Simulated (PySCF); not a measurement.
A PySCF script (with the pyscf-properties extension) for the NMR shieldings of SMILES P[SiH2]O[BH2-][PH3+], BH$_{9}$OP$_{2}$Si, on a GFN2-xTB geometry:

```python
import basis_set_exchange as bse
import numpy as np
from pyscf import gto, dft
from pyscf.prop import nmr

atoms = """
P     2.395022    1.489875    0.400806
Si    1.208909   -0.317065    1.022679
O    -0.188340   -0.366635    0.241094
B    -0.613926   -0.376590   -1.143939
P    -2.405179    0.126114   -0.498067
H     3.514952    1.161104    1.142528
H     2.912903    0.925198   -0.751992
H     1.942873   -1.575873    0.825783
H     0.776771   -0.142035    2.411657
H    -0.167065    0.492001   -1.819516
H    -0.653333   -1.453843   -1.640236
H    -2.279385    1.245065    0.292169
H    -2.762823   -0.751732    0.499277
H    -3.682058    0.384020   -1.004409
"""
names = dict.fromkeys(["P", "Si", "O", "B", "H"], "pcSseg-1")
basis = {el: gto.basis.parse(bse.get_basis(n, elements=[el], fmt="nwchem")) for el, n in names.items()}
mol = gto.M(atom=atoms, basis=basis, charge=0, verbose=0)
mf = dft.RKS(mol, xc="PBE0")
mf.grids.level = 2
mf.grids.alignment = dft.numint.BLKSIZE   # the property module wants whole blocks of grid points
mf.conv_tol = 1e-9
mf.kernel()

calc = nmr.RKS(mf)   # GIAO
C = mf.mo_coeff
Co = C[:, mf.mo_occ > 0]
resp = mf.gen_response(singlet=True, hermi=2)
def vind(x):   # induced exchange potential for any number of trial vectors
    d = np.einsum("pi,xij,qj->xpq", C, 2 * x.reshape(-1, C.shape[1], Co.shape[1]), Co, optimize=True)
    return np.einsum("xpq,pi,qj->xij", resp(d - d.transpose(0, 2, 1)), C, Co, optimize=True).ravel()
mo1, _ = nmr.rhf.solve_mo1(calc, with_cphf=vind)
sigma = calc.kernel(mo1)
for i, s in enumerate(sigma):   # ppm
    w = np.linalg.eigvalsh((s + s.T) / 2)
    print("%2d %-2s iso %8.1f  s11 %8.1f  s22 %8.1f  s33 %8.1f" % (i, mol.atom_pure_symbol(i), w.mean(), *w))
```

Problem. Give the expected output.

Solution. 
```
 0 P  iso    605.7  s11    548.0  s22    607.1  s33    661.9
 1 Si iso    370.5  s11    305.1  s22    360.6  s33    445.8
 2 O  iso    298.8  s11    173.8  s22    344.5  s33    378.1
 3 B  iso    116.2  s11    102.3  s22    104.3  s33    141.9
 4 P  iso    503.2  s11    470.6  s22    484.3  s33    554.7
 5 H  iso     31.1  s11     26.5  s22     27.1  s33     39.8
 6 H  iso     30.2  s11     25.0  s22     28.1  s33     37.6
 7 H  iso     25.7  s11     21.3  s22     25.1  s33     30.9
 8 H  iso     26.3  s11     22.1  s22     25.6  s33     31.3
 9 H  iso     28.4  s11     24.9  s22     28.8  s33     31.3
10 H  iso     28.2  s11     25.0  s22     27.8  s33     31.8
11 H  iso     28.4  s11     24.3  s22     26.9  s33     34.1
12 H  iso     28.4  s11     24.4  s22     26.4  s33     34.4
13 H  iso     27.7  s11     23.1  s22     23.3  s33     36.7
```

These numbers come from an equivalent density-fitted implementation of the same equations, which agrees with the script to about 0.01 ppm for H and up to a few tenths of a ppm for heavy atoms, so last digits may differ.

Size and cost of the density-fitted run: 151 basis functions, 8.1 s wall time on 1 thread of an AMD EPYC 9R45, shared host; peak memory 0.72 GiB.
